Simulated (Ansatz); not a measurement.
O, charge +1, quartet; CCSD(T)/def2-TZVP (Ansatz, an electronic-structure program).

Ansatz was given this input:
Ansatz 0.2 input:
```yaml
crystal:
  periodic: [false, false, false]
  atoms:
    - {symbol: O, position_ang: [0.00000000, 0.00000000, 0.00000000]}
basis:
  gaussian:
    orbitals: def2-TZVP
total_charge: 1
magnetization: {spin_polarized: true, initial_magnetization: 3}
correlation: {method: ccsd_t}
```

The log (banner, timings and long lists left out):

```
Functional definition: HF
200 factors; integrals over basis functions are off by at most 1.2e-4 eV
mean field evaluation 1: about -2023.7443 eV, gradient 6.6e0 eV
mean field evaluation 2: about -2023.7508 eV, gradient 6.6e0 eV
mean field evaluation 4: about -2023.8195 eV, gradient 1.5e-1 eV
mean field evaluation 8: about -2023.8197 eV, gradient 3.7e-5 eV
mean field -2023.81968399 eV, -74.3740015924 hartree, gradient 7.4e-7 eV, S^2 3.755497; 0 other end points of the search recorded, 0 dependent functions left out
1 core orbitals not correlated
reference -2023.81968399 eV, -74.3740015924 hartree; 4, 1 occupied and 26, 29 virtual orbitals, 200 factors
second order -2.61387986 eV of doubles, -0.00000000 eV of singles
cycle   1  -2.94353590 eV  change   -3.3e-1 eV  update   2.4e-2
cycle   2  -3.02718727 eV  change   -8.4e-2 eV  update   7.9e-3
cycle   3  -3.02976688 eV  change   -2.6e-3 eV  update   1.7e-3
cycle   4  -3.02973280 eV  change    3.4e-5 eV  update   3.9e-4
cycle   5  -3.02978324 eV  change   -5.0e-5 eV  update   5.5e-5
cycle   6  -3.02980133 eV  change   -1.8e-5 eV  update   7.1e-6
cycle   7  -3.02979708 eV  change    4.2e-6 eV  update   8.8e-7
perturbative correction -0.04217714 eV, -0.0015499811 hartree
Total energy: -2026.89165821 eV, -74.4868945627 hartree
```
